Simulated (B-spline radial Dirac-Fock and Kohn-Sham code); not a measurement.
# Binding energies of Er⁴⁺

System: erbium as Er⁴⁺, 1s2 2s2 2p6 3s2 3p6 3d10 4s2 4p6 4d10 4f10 5s2 5p6; nuclear rms radius 5.2516 fm (A = 166).

The computed values come from a radial B-spline solver: ΔSCF Dirac-Fock with Breit, self-energy and vacuum polarisation, finite nucleus, configuration average. No correlation. Energies are counted from the vacuum level.

All terms are in eV, carry their sign (relaxation lowers the binding energy) and add up to the binding energy; ⟨r⟩ is the mean radius of the orbital in the initial state.

```csv
subshell,−ε (Koopmans),relaxation,Gaunt,retardation,QED,binding energy,⟨r⟩ (bohr)
1s,57886.1,-80.46,-190.25,16.88,-90.16,57542.1,0.020
2s,9896.7,-46.43,-19.99,1.36,-12.63,9819.0,0.086
2p1/2,9406.3,-50.63,-34.70,3.79,0.30,9325.1,0.072
2p3/2,8487.3,-48.16,-24.26,4.95,-1.04,8418.8,0.079
3s,2317.4,-24.75,-3.42,0.19,-2.85,2286.5,0.224
3p1/2,2102.6,-25.59,-6.18,0.60,0.01,2071.4,0.214
3p3/2,1906.1,-24.38,-4.08,0.88,-0.25,1878.3,0.228
3d3/2,1543.7,-26.72,-2.50,0.20,0.23,1514.9,0.201
3d5/2,1501.3,-26.26,-1.62,0.22,0.12,1473.7,0.205
4s,529.5,-9.28,-0.68,0.04,-0.67,518.9,0.507
4p1/2,442.0,-9.03,-1.24,0.12,0.01,431.9,0.517
4p3/2,397.1,-8.22,-0.74,0.19,-0.04,388.3,0.546
4d3/2,251.9,-7.70,-0.30,0.02,0.06,244.0,0.575
4d5/2,243.5,-7.43,-0.13,0.03,0.03,236.0,0.585
4f,69.33,-5.68,0.16,-0.03,0.03,63.82,0.716
5s,111.6,-1.06,-0.10,0.00,-0.11,?,1.221
5p1/2,83.36,-0.92,-0.16,0.01,0.01,82.30,1.336
5p3/2,76.62,-0.76,-0.08,0.02,0.00,75.79,1.417
```

Problem. Which binding energy belongs in the row of 5s?

Solution. 110.3 eV, the sum of the terms in that row (to rounding).

For the deepest level, K (1s), the Breit terms make up -0.301 % of the binding energy, QED -0.157 % and orbital relaxation -0.140 %.

Spin-orbit splittings: 2p 906.3 eV, 3p 193.1 eV, 3d 41.19 eV, 4p 43.60 eV, 4d 7.93 eV, 5p 6.51 eV.

Going to the tabulated ground configuration of the next ion removes an electron from O3 (5p3/2), computed at 75.79 eV. NIST lists 65.1 ± 0.4 eV as the ionisation energy of this species (semi-empirical), -10.69 eV from the computed value. Where a p, d or f shell is open in either ion the computed value averages over both j values and all terms, while the table refers to the lowest levels; that difference holds spin-orbit splitting (largest in heavy or highly charged ions), term energies where several electrons share open shells, and correlation, and it can reach 10 % or more.
